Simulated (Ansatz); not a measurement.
Basis-set extrapolation for C3H6BFO (`CB(O)/C=C/F`) (PBE0-D4/def2-TZVP geometry, frozen core, Ansatz 0.2.0). Multiplicity 1, RHF reference.

|  | def2-TZVPP | def2-QZVPP |
| --- | --- | --- |
| HF | -316.265210 | -316.279490 |
| MP2 correlation | -1.075283 | -1.156745 |
| CCSD(T) correlation | -1.153802 | not run |

Energies in hartree. Use E(X) = E(∞) + A·exp(−7.88·√X) for Hartree–Fock and E(X) = E(∞) + B·X^(−2.97) for correlation, with X = 3 and 4, and add CCSD(T) minus MP2 of the smaller set to the MP2 limit.

What is the CCSD(T) energy at the basis-set limit?

HF limit: -316.279490 + (-0.014280) × 0.13774 = -316.28146. MP2 limit: -1.156745 + (-0.081462) × 0.74074 = -1.21709. Higher-order term: -1.153802 − (-1.075283) = -0.07852. Total: -317.57707 hartree, 99.2 kcal/mol below CCSD(T)/def2-TZVPP.
